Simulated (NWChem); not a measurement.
## Lowest excitation of CAgClO

SMILES: [O+]#[C-]->[Ag][Cl]
```xyz
4

Ag     0.0000     0.0000     0.0231
Cl     0.0000     0.0000    -2.2448
O      0.0000     0.0000     3.1390
C      0.0000     0.0000     1.9941
```
Charge 0, spin multiplicity 1.

The numbers come from NWChem runs, not from measurements. The geometry was optimised at PBE/def2-SVP with def2 effective core potentials on Ag, a minimum by its harmonic frequencies.

Basis set: def2-SVP.

```
method         lowest vertical singlet excitation energy (eV)  relative cost  difference from EOM-CCSD
-------------  ----------------------------------------------  -------------  ------------------------
EOM-CCSD                                                 5.41              4                      0.00
CIS                                                      6.57        under 3                     +1.16
TD-B3LYP                                                 3.50        under 3                     -1.91
TD-PBE                                                   2.83              1                     -2.57
TDA-CAM-B3LYP                                            4.51        under 3                     -0.90
```

The values span 3.73 eV, from TD-PBE (lowest) to CIS (highest). The cost column gives rough processor time relative to TD-PBE; each entry includes its own SCF.

Effective core potentials replace the inner electrons of Ag; spin-orbit coupling is left out. The correlated methods keep 11 core orbitals frozen. B3LYP has NWChem's definition, with VWN1-RPA local correlation. GW and range-separated runs recompute their integrals, the others keep them in memory, which bears on the times. The structure started from a generated list of species. Differences from the coupled-cluster row are differences between methods, not errors against experiment.
